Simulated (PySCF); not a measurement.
**`c1ccc2sccc2c1`, C$_{8}$H$_{6}$S**

Geometry (Å), atoms numbered from 1 in this order:
```xyz
15

C    -1.8678   -0.8313   -0.0023
C    -2.1032    0.5461   -0.1394
C    -1.0492    1.4450   -0.2005
C     0.2527    0.9462   -0.1226
S     1.7362    1.8586   -0.1769
C     2.6757    0.4084   -0.0126
C     1.9182   -0.7127    0.0783
C     0.5098   -0.4372    0.0172
C    -0.5770   -1.3247    0.0757
H    -2.7102   -1.5158    0.0427
H    -3.1237    0.9140   -0.1984
H    -1.2327    2.5102   -0.3066
H     3.7559    0.4777    0.0064
H     2.3326   -1.7093    0.1851
H    -0.3982   -2.3915    0.1819
```

Computed with PySCF, UKS PBE0/6-31G* four-point reorganisation energy, gas phase. Geometry: PBE0/6-31G*.

(1) What is the inner reorganisation energy for hole transfer, with the ionisation energy?

## Answers

(1) λ = 0.108 (surface of the oxidised species) + 0.124 (surface of the starting species) = 0.232 eV. The ionisation energy is 7.92 eV vertical and 7.82 eV adiabatic without zero-point energy; at the relaxed geometry of the oxidised species the two energies differ by 7.69 eV. Largest bond changes: S5–C6 1.736 → 1.687 Å, C6–C7 1.356 → 1.399 Å, C2–C3 1.387 → 1.421 Å, C7–C8 1.436 → 1.410 Å, C3–C4 1.396 → 1.377 Å. ⟨S²⟩ of the relaxed oxidised species 0.765.
